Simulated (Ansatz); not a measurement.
Gas-phase electronic energies from Ansatz, PBE0-D4/def2-TZVP geometries. CCSD(T)/CBS adds triple-zeta CCSD(T) − MP2 to the extrapolated MP2 energy (def2 sets, frozen cores). Functionals use def2-TZVPP. Elements past krypton have def2 core potentials. For I outer-core shells are correlated without core-valence functions, which leaves a few kJ/mol of doubt a bond. Each species was taken in one conformer, which may not be the lowest.

Consider the ligand exchange at the Si–O bond: `O[SiH2]O[SiH2]S` + HI → `O[SiH2]I` + `O[SiH2]S`.

CCSD(T)/CBS gives +0.38 eV.

Task: Another level gave +0.35 eV. Which?
A. B2PLYP/def2-TZVPP
B. r2SCAN0/def2-TZVPP
C. revPBE/def2-TZVPP
D. HF/def2-TZVPP

Result: B. r2SCAN0 0.35, B2PLYP 0.40, HF/def2-TZVPP 0.48, revPBE 0.16 eV.

Largest T1 diagnostic among the species: 0.012.

At CCSD(T), def2-SVP lies +0.12 eV from the extrapolated value and def2-TZVPP +0.08 eV. From PBE to PBE0 (25 % exact exchange), in def2-TZVPP and without D4, ΔE moves by +0.04 eV.
